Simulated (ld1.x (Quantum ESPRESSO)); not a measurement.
## Ni RRKJ: all-electron and pseudo phase curves

```
Element                 : nickel (Ni)
Generator               : ld1.x (Quantum ESPRESSO) 7.5
Type                    : norm-conserving RRKJ (Kleinman–Bylander form)
Functional              : PBE
Relativity              : scalar-relativistic
Frozen core             : [Ar]
Valence charge          : 10
Reference configuration : 3d7 4s0 4p0 (charge +3)
Partial waves           : 4p (bound, empty): rc 1.85 bohr; 3d (bound): rc 1.55 bohr; 4s (bound, empty): rc 1.95 bohr
Local potential         : the s channel
Core correction         : Bessel-smoothed model core, default radius (core density twice the valence density)
```

The phase is arctan(r·u′/u) with u = r·R(r), unwrapped; energies in Ry, scanned from -5 to 5 Ry. A pole is an energy at which the radial function vanishes at the test radius. The pseudo phase is shifted by a multiple of π to meet the all-electron one at the reference energy, and phase errors are pseudo minus all-electron; the curves can meet again beyond the range given. Levels narrower than the energy grid can be missing from the lists of poles.

```
channel  radius (bohr)  reference energy (Ry)  poles, all-electron  poles, pseudo  unbroken range about the reference energy with phases within 0.05 rad  phase error 1 Ry above the reference energy (rad)
      s           2.14                  -2.46                 0.39           0.21                                                              below 2.0                                             -0.005
      p           2.14                  -1.87                 1.70           1.69                                                        the whole range                                             -0.003
      d           2.14                  -3.46          -3.30, 3.80          -3.30                                                             below -1.9                                             +0.027
```

Phases in the p channel:

| E (Ry) | all-electron | pseudo |
| --- | --- | --- |
| -5.00 | 1.269 | 1.264 |
| -4.48 | 1.231 | 1.226 |
| -3.96 | 1.177 | 1.173 |
| -3.44 | 1.096 | 1.092 |
| -2.92 | 0.958 | 0.955 |
| -2.40 | 0.683 | 0.681 |
| -1.88 | 0.088 | 0.088 |
| -1.36 | -0.682 | -0.683 |
| -0.84 | -1.105 | -1.108 |
| -0.32 | -1.304 | -1.307 |
| 0.20 | -1.414 | -1.417 |
| 0.72 | -1.484 | -1.487 |
| 1.24 | -1.535 | -1.537 |
| 1.76 | -1.575 | -1.576 |
| 2.28 | -1.609 | -1.609 |
| 2.80 | -1.641 | -1.638 |
| 3.32 | -1.673 | -1.666 |
| 3.84 | -1.706 | -1.695 |
| 4.36 | -1.746 | -1.726 |
| 4.88 | -1.795 | -1.762 |
